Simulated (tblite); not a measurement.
Parent: `[F:1][CH2:2][CH2:3][CH:4]([SiH3:5])[SiH3:6]` with F1–C2–C3–C4 75°, C2–C3–C4–Si5 -57°, C3H11FSi2.

Computed geometry: GFN2-xTB, gas phase. One conformer each, not checked by frequencies here.

| coordinate of the parent | value |
| --- | --- |
| F1–C2 | 1.376 Å |
| C2–C3 | 1.521 Å |
| C3–C4 | 1.529 Å |
| C4–Si5 | 1.913 Å |
| C4–Si6 | 1.906 Å |
| F1–C2–C3 | 110.7° |
| C2–C3–C4 | 113.8° |
| C3–C4–Si5 | 113.0° |
| C3–C4–Si6 | 109.8° |
| Si5–C4–Si6 | 112.4° |

Question: How does the shared frame change in `[O:1]=[CH:2][O:3][C:4]([SiH3:5])([SiH3:6])[CH2:7][CH2:8][F:9]` with O1–C2–O3–C4 -2°, C2–O3–C4–Si5 -115°, O3–C4–C7–C8 63°, C4–C7–C8–F9 73°, C4H11FO2Si2? Atoms pair as F1 = F9, C2 = C8, C3 = C7, C4 = C4, Si5 = Si5, Si6 = Si6 (parent first).

Answer: 
```csv
parent,relative,value in the relative,change
F1–C2,F9–C8,1.377 Å,+0.001
C2–C3,C8–C7,1.521 Å,0.000
C3–C4,C7–C4,1.525 Å,-0.004
C4–Si5,C4–Si5,1.923 Å,+0.010
C4–Si6,C4–Si6,1.937 Å,+0.031
F1–C2–C3,F9–C8–C7,110.2°,-0.5
C2–C3–C4,C8–C7–C4,114.3°,+0.5
C3–C4–Si5,C7–C4–Si5,113.9°,+0.9
C3–C4–Si6,C7–C4–Si6,108.6°,-1.2
Si5–C4–Si6,Si5–C4–Si6,112.5°,+0.1
```

Of the parent's bonds, C4–Si6 changes most (+0.031 Å). Bonds of the relative outside the shared frame: O1=C2 1.207, C2–O3 1.290, O3–C4 1.465 Å. Point group C1 → C1.

Question: How does the shared frame change in `[F:1][CH2:2][CH2:3][C:4]([SiH3:5])([SiH3:6])[CH2:7][SiH3:8]` with F1–C2–C3–C4 76°, C2–C3–C4–Si5 178°, C3–C4–C7–Si8 -58°, C4H15FSi3? Atoms pair as F1 = F1, C2 = C2, C3 = C3, C4 = C4, Si5 = Si6, Si6 = Si5 (parent first).

Answer: 
```csv
parent,relative,value in the relative,change
F1–C2,F1–C2,1.376 Å,0.000
C2–C3,C2–C3,1.524 Å,+0.003
C3–C4,C3–C4,1.534 Å,+0.005
C4–Si5,C4–Si6,1.920 Å,+0.007
C4–Si6,C4–Si5,1.917 Å,+0.011
F1–C2–C3,F1–C2–C3,112.0°,+1.3
C2–C3–C4,C2–C3–C4,116.3°,+2.5
C3–C4–Si5,C3–C4–Si6,111.4°,-1.6
C3–C4–Si6,C3–C4–Si5,107.1°,-2.7
Si5–C4–Si6,Si6–C4–Si5,108.0°,-4.4
```

Of the parent's bonds, C4–Si6 changes most (+0.011 Å). Bonds of the relative outside the shared frame: C4–C7 1.538, C7–Si8 1.906 Å. Point group C1 → C1.

Question: How does the shared frame change in `[CH2:1]=[N:2][C:3]([SiH3:4])([SiH3:5])[CH2:6][CH2:7][F:8]` with C1–N2–C3–Si4 132°, N2–C3–C6–C7 72°, C3–C6–C7–F8 -174°, C4H12FNSi2? Atoms pair as F1 = F8, C2 = C7, C3 = C6, C4 = C3, Si5 = Si4, Si6 = Si5 (parent first).

Answer: 
```csv
parent,relative,value in the relative,change
F1–C2,F8–C7,1.378 Å,+0.002
C2–C3,C7–C6,1.522 Å,+0.001
C3–C4,C6–C3,1.532 Å,+0.003
C4–Si5,C3–Si4,1.920 Å,+0.007
C4–Si6,C3–Si5,1.928 Å,+0.022
F1–C2–C3,F8–C7–C6,110.1°,-0.6
C2–C3–C4,C7–C6–C3,114.0°,+0.2
C3–C4–Si5,C6–C3–Si4,114.9°,+1.9
C3–C4–Si6,C6–C3–Si5,109.6°,-0.2
Si5–C4–Si6,Si4–C3–Si5,110.3°,-2.1
```

Of the parent's bonds, C4–Si6 changes most (+0.022 Å). Bonds of the relative outside the shared frame: C1=N2 1.256, N2–C3 1.417 Å. Point group C1 → C1.

Question: How does the shared frame change in `[F:1][CH2:2][CH2:3][C:4]([SiH3:5])([SiH3:6])[CH:7]([Cl:8])[Cl:9]` with F1–C2–C3–C4 58°, C2–C3–C4–Si5 179°, C3–C4–C7–Cl8 -178°, C4H11Cl2FSi2? Atoms pair as F1 = F1, C2 = C2, C3 = C3, C4 = C4, Si5 = Si6, Si6 = Si5 (parent first).

Answer: 
```json
{"parent": "F1–C2", "relative": "F1–C2", "value in the relative": "1.377 Å", "change": "+0.001"}
{"parent": "C2–C3", "relative": "C2–C3", "value in the relative": "1.522 Å", "change": "+0.001"}
{"parent": "C3–C4", "relative": "C3–C4", "value in the relative": "1.535 Å", "change": "+0.006"}
{"parent": "C4–Si5", "relative": "C4–Si6", "value in the relative": "1.930 Å", "change": "+0.017"}
{"parent": "C4–Si6", "relative": "C4–Si5", "value in the relative": "1.924 Å", "change": "+0.018"}
{"parent": "F1–C2–C3", "relative": "F1–C2–C3", "value in the relative": "110.9°", "change": "+0.2"}
{"parent": "C2–C3–C4", "relative": "C2–C3–C4", "value in the relative": "116.0°", "change": "+2.2"}
{"parent": "C3–C4–Si5", "relative": "C3–C4–Si6", "value in the relative": "111.6°", "change": "-1.4"}
{"parent": "C3–C4–Si6", "relative": "C3–C4–Si5", "value in the relative": "106.7°", "change": "-3.1"}
{"parent": "Si5–C4–Si6", "relative": "Si6–C4–Si5", "value in the relative": "110.0°", "change": "-2.4"}
```

Of the parent's bonds, C4–Si5 and C4–Si6 change most and about equally (+0.017 to +0.018 Å). Bonds of the relative outside the shared frame: C4–C7 1.502, C7–Cl8 1.772, C7–Cl9 1.795 Å. Point group C1 → C1.

Question: How does the shared frame change in `[CH3:1][O:2][C:3]([SiH3:4])([SiH3:5])[CH2:6][CH2:7][F:8]` with C1–O2–C3–Si4 170°, O2–C3–C6–C7 -52°, C3–C6–C7–F8 173°, C4H13FOSi2? Atoms pair as F1 = F8, C2 = C7, C3 = C6, C4 = C3, Si5 = Si4, Si6 = Si5 (parent first).

Answer: 
| parent | relative | value in the relative | change |
| --- | --- | --- | --- |
| F1–C2 | F8–C7 | 1.377 Å | +0.001 |
| C2–C3 | C7–C6 | 1.521 Å | 0.000 |
| C3–C4 | C6–C3 | 1.535 Å | +0.006 |
| C4–Si5 | C3–Si4 | 1.922 Å | +0.009 |
| C4–Si6 | C3–Si5 | 1.925 Å | +0.019 |
| F1–C2–C3 | F8–C7–C6 | 110.3° | -0.4 |
| C2–C3–C4 | C7–C6–C3 | 112.9° | -0.9 |
| C3–C4–Si5 | C6–C3–Si4 | 113.6° | +0.6 |
| C3–C4–Si6 | C6–C3–Si5 | 109.0° | -0.8 |
| Si5–C4–Si6 | Si4–C3–Si5 | 111.4° | -1.0 |

Of the parent's bonds, C4–Si6 changes most (+0.019 Å). Bonds of the relative outside the shared frame: C1–O2 1.404, O2–C3 1.440 Å. Point group C1 → C1.
